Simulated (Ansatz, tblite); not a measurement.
Isomers of Ta2Te4 (singlet), found by a short tight-binding search and relaxed with r2SCAN-D4/def2-SVP in Ansatz.

In the def2 sets Ta, Te take a core potential; there is no spin–orbit coupling. The xTB rows come from tblite.

Run but left out: HF/def2-TZVP, MP2/def2-TZVP (A: restricted singlet, unstable towards broken spin symmetry); B2PLYP/def2-TZVP (A: restricted singlet, unstable in another Hartree–Fock run and untested here).

A: The restricted singlet is unstable towards broken spin symmetry in Hartree–Fock (as tested in another run); at PBE-D4/def2-TZVP, r2SCAN-D4/def2-TZVP, PBE0-D4/def2-TZVP this wasn't settled. C: The restricted singlet is unstable towards broken spin symmetry in Hartree–Fock (as tested in another run); at PBE-D4/def2-TZVP, r2SCAN-D4/def2-TZVP, PBE0-D4/def2-TZVP this wasn't settled.

Other spin states were run for one of them alone.

For B, a triplet lies 0.24 eV below this singlet at PBE0-D4/def2-TZVP. The order below holds within this spin alone and isn't that of the ground states.

A:

```xyz
6

Ta   -0.309   -0.844   -1.573
Ta    1.315   -0.561    0.110
Te    0.462    2.423    0.390
Te    0.168   -2.985    0.083
Te   -1.723    1.391   -1.317
Te    0.087    0.575    2.306
```

B:

```
atom    x (Å)    y (Å)    z (Å)
 Ta1  -1.7349   0.4624  -1.0677
 Ta2   0.2128   0.0611   0.3713
 Te3  -0.4510   2.6716  -0.4702
 Te4   2.7999  -0.1535  -0.5502
 Te5   1.5471  -2.3430   0.5188
 Te6  -2.3739  -0.6985   1.1981
```

C:

```xyz
6

Ta    1.2738    1.0874    0.7983
Ta    0.1478   -0.7558    1.6880
Te   -2.0207   -1.3059    0.2253
Te   -0.0056    1.9928   -1.3668
Te    2.6125   -1.2518    0.7132
Te   -2.0079    0.2333   -2.0580
```

Problem. Estimate their order by electronic energy at PBE0-D4/def2-TZVP, counted from the lowest.

Solution. B (0.00) < A (1.54) < C (1.63), in eV.

Problem. Do the other levels pick the same lowest one?

Solution. All that were run do. Energies above each level's lowest (eV):

| level | A | B | C |
| --- | --- | --- | --- |
| GFN1-xTB | 0.59 | 0.00 | 0.25 |
| GFN2-xTB | 2.27 | 0.00 | 2.01 |
| PBE-D4/def2-TZVP | 1.43 | 0.00 | 1.47 |
| r2SCAN-D4/def2-TZVP | 1.65 | 0.00 | 1.71 |
| PBE0-D4/def2-TZVP | 1.54 | 0.00 | 1.63 |
Point groups (tolerance 0.1 Å): A not assigned, B Cs, C Cs. Lower isomers may exist.
